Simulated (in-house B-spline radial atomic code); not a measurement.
Bi. Computed with a B-spline radial atomic code. Model: non-relativistic spherical atom: semilocal Troullier-Martins pseudo-atom, one channel per l, against all electrons, high spin, G0W0 and RPA with empty states to l = 8, local potential for every l without a channel, a model core (radius 0 = none) keeps its share of the functional.

The core holds an angular momentum without a channel of its own, so the local potential lets valence electrons into it.

Without relativity these are model numbers for so heavy an element.

What the tables leave out is listed at the end.

The pseudopotential gives back the lowest level of each angular momentum of its own functional in the configuration it was made in; a second state of the same l is only approximately right. Exact exchange, RPA and GW see the smooth pseudo-orbitals and miss the exchange with the core, for which the functional's share stands in. The column with an uncorrelated core keeps all orbitals and exact exchange, and so separates missing core correlation from pseudisation. Only the three outermost levels and the lowest empty one were computed. RPA here is direct RPA, with no exchange kernel, and its energies carry an (l + 1/2)⁻⁴ tail. A hybrid on a potential with a model core restores only its own semilocal share of the core's exchange.

Command:
```bash
python run_psgw.py task.json out
```
Settings (lengths in bohr, energies in hartree):
```
Z                      83
electrons              83
configuration          [Xe] 4f14 5d10 6s2 6p3
generated_in           [Xe] 4f14 5d10 6s2 6p3
functional             pbe,pbe
core_shells            13
radius_factor          1
core_correction        True
```

Time taken, with all properties: 35 s on 1 thread of AMD EPYC 7R43 64-Core Processor (Zen 3), on a shared host.

Given: made with PBE; model core radius 1.867 bohr; local radius 2.184 bohr; mean-field start PBE.

Valence shells of the generating configuration: 6s, 6p.

Channel: s 2.124, p 2.525 (radii in bohr).

Computed: largest level miss in the spin-unpolarised generating configuration 0 eV; valence RPA correlation energy all-electron orbitals -0.15718 hartree; valence RPA correlation energy pseudo -0.24001 hartree; all-electron RPA polarisability, core included 46.293 bohr³.

```json
{"level": "6p up", "occupied": "1", "mean-field all-electron (eV)": "-5.3391", "mean-field pseudo minus all (eV)": "0", "G0W0 all-electron (eV)": "-8.5982", "G0W0 uncorrelated core minus all (eV)": "0.254", "G0W0 pseudo minus all (eV)": "0.047", "exchange self-energy all-electron (eV)": "-14.166", "exchange self-energy pseudo (eV)": "-11.755"}
{"level": "6p down (empty)", "occupied": "0", "mean-field all-electron (eV)": "-3.5686", "mean-field pseudo minus all (eV)": "-0.011", "G0W0 all-electron (eV)": "-1.4204", "G0W0 uncorrelated core minus all (eV)": "0.301", "G0W0 pseudo minus all (eV)": "-0.717", "exchange self-energy all-electron (eV)": "-4.3024", "exchange self-energy pseudo (eV)": "-1.9321"}
```

(1) What is the pseudo-atom RPA polarisability?

Given: mean-field start PBE0.

Computed: valence RPA correlation energy all-electron orbitals -0.14161 hartree; all-electron RPA polarisability, core included 39.225 bohr³; pseudo-atom RPA polarisability 43.424 bohr³.

```
          level  occupied  mean-field all-electron (eV)  mean-field pseudo minus all (eV)  G0W0 all-electron (eV)  G0W0 uncorrelated core minus all (eV)  G0W0 pseudo minus all (eV)  exchange self-energy all-electron (eV)  exchange self-energy pseudo (eV)
          6p up         1                       -6.3458                             0.044                 -8.8507                                  0.266                       0.058                                 -14.214                           -11.712
        6s down         1                       -11.005                             0.278                  -13.66                                  0.824                       0.506                                 -14.381                           -9.7726
6p down (empty)         0                       -2.7085                             0.002                 -1.1708                                  0.292                      -0.424                                 -3.9672                           -1.8296
```

(2) What is the valence RPA correlation energy pseudo?

Answers

(1) 50.879 bohr³.

(2) -0.19962 hartree.

Among the listed levels the largest G0W0 shift of the pseudo-atom is -0.72 eV, for 6p down (empty) on the PBE start, while leaving the core uncorrelated moves that level by +0.30 eV. So pseudisation and the lost core exchange, not the missing core correlation, make the error. Not in the tables (levels of low weight, unsolved or above zero; the highest and the empty levels are kept at any weight): on PBE the G0W0 levels 6s down (pseudo minus all +0.15 eV, weights 0.75 and 0.76), 6s up (pseudo minus all +1.56 eV, weights 0.17 and 0.07); on PBE0 the G0W0 levels 6s up (pseudo minus all +0.39 eV, weights 0.23 and 0.12); no Hartree-Fock pseudo-atom is run with a model core.
